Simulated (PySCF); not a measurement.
Input of a run (PBE0-D3(BJ)/def2-SVP geometry optimisation, gas phase, def2 core potentials past Kr (PySCF 2.14.0)), started from GFN2-xTB:
```
{"job": {"xc": "PBE0", "basis": "def2-SVP", "d3": "d3bj", "grid": 1, "maxiter": 40, "kind": "geom"}, "charge": 0, "multiplicity": 1}
Sb    -0.303320    -0.525940     1.202770
C      1.517140    -0.517510     0.027190
H      1.285130    -0.495800    -1.032370
H      2.108470    -1.400280     0.246050
H      2.095810     0.363330     0.284090
C     -1.199550     1.062480     0.032630
H     -2.270030     1.094950     0.204160
H     -1.009190     0.909230    -1.024620
H     -0.768250     2.008660     0.340310
I     -1.456200    -2.499130    -0.280220
```

Output (energies in Eh, forces in Eh/bohr):
```
step   0  E = -617.68016327  max force = 0.010031
step   1  E = -617.68127638  max force = 0.002745
step   2  E = -617.68136702  max force = 0.000660
step   3  E = -617.68136904  max force = 0.000141
optimisation converged
```

Question: Summarise the run.

Answer: The energy falls by 3.2 kJ/mol over 4 energy and gradient evaluations, the largest force component goes from 0.0100 to 1.4e-04 Eh/bohr, and the atoms move by 0.030 Å rms after alignment. The bond that changes most is Sb1–I10 (ends: antimony bonded to 2 C and I; iodine bonded to Sb), which lengthens by 0.029 Å. Bonds longer at the end by more than 0.005 Å: 7 of 9; shorter: 0. The energy never rose by more than 1e-6 Eh on the way. The first step brought 92 % of the lowering.

Question: What are the final bond lengths?

Answer: Sb1–C2 2.167 Å, Sb1–C6 2.167 Å, Sb1–I10 2.753 Å, C2–H3 1.098 Å, C2–H4 1.098 Å, C2–H5 1.101 Å, C6–H7 1.098 Å, C6–H8 1.098 Å, C6–H9 1.101 Å. Numbering counts from 1 in the input's order; the species is SbMe2I (`[CH3][Sb]([CH3])[I]`).

The run used 110 basis functions and 28 SCF cycles in all. Hardware: one thread, x86-64 server, no GPU, on a shared host. Cost: 25 s.

Not checked by PBE0-D3(BJ)/def2-SVP frequencies.
